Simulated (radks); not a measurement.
Excited configurations of Sr+: one electron is placed in a higher orbital outside [Kr]. The ground configuration is [Kr] 5s1. Method: scalar-relativistic Kohn-Sham, LDA (Slater exchange, Perdew-Wang correlation), spin-polarised, spherical densities, finite nucleus; open shells are filled with parallel spins first (spin-orbit coupling, left out, can overturn this in heavy ions); Fermi nuclear charge, rms radius 4.224 fm; computed with a radial shooting solver on a logarithmic mesh with Libxc functionals. Excitation = E - E(ground); binding = E(ion) - E, where the ion is the core of charge +2; n* = 2/sqrt(2 binding) in atomic units, and the quantum defect is n - n*.

outer orbital  excitation (eV)  binding (eV)     n*  quantum defect  eigenvalue (eV)
4d                       1.840         9.522  2.391           1.609           -5.975
4f                       7.792         3.569  3.905           0.095           -2.580
5p                       3.068         8.294  2.562           2.438           -6.374
5d                       6.589         4.772  3.377           1.623           -3.630
5f                       8.972         2.389  4.772           0.228           -1.839
7p                       8.626         2.736  4.460           2.540           -2.210
7d                       9.385         1.977  5.247           1.753           -1.594

The Delta-SCF ionisation energy is 11.362 eV (NIST Atomic Spectra Database: 11.030 eV, measured). Self-interaction in the functional shifts the binding energies and quantum defects, so they are the method's values and not measured ones.
